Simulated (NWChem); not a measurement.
System: CH₅BeNS; SMILES C[S][Be][NH2]

```xyz
9

Be     0.1795    -1.0477     0.0006
N     -0.2310    -2.4889     0.0016
H     -0.3855    -3.0581    -0.8242
H     -0.3894    -3.0549     0.8288
S      0.7229     0.7745    -0.0001
C     -0.8874     1.6489    -0.0051
H     -1.4746     1.4124    -0.9025
H     -0.6670     2.7249    -0.0087
H     -1.4767     1.4186     0.8926
```
Atoms are numbered in this order, from 1.

Results from NWChem. Pople sets run with spherical d functions. Coordinates come from a PBE0/def2-SVP optimisation. Core excitations by TDA in a window of 1s orbitals, non-relativistic and unshifted: absolute energies depend strongly on the exact-exchange share.

For level C K edge, PBE/def2-TZVP:

| Property | Value |
|---|---|
| first 1s excitation (eV) | 268.9 |
| dipole oscillator strength of the first | 0.0008 |
| first state with f > 0.002 (eV) | 269.2 |
| dipole oscillator strength of that state | 0.0083 |

Question: What are these values for level C K edge, B3LYP/6-311G**?

Answer: 
- first 1s excitation (eV): 276.1
- dipole oscillator strength of the first: 0.0173
- first state with f > 0.002 (eV): 276.1
- dipole oscillator strength of that state: 0.0173
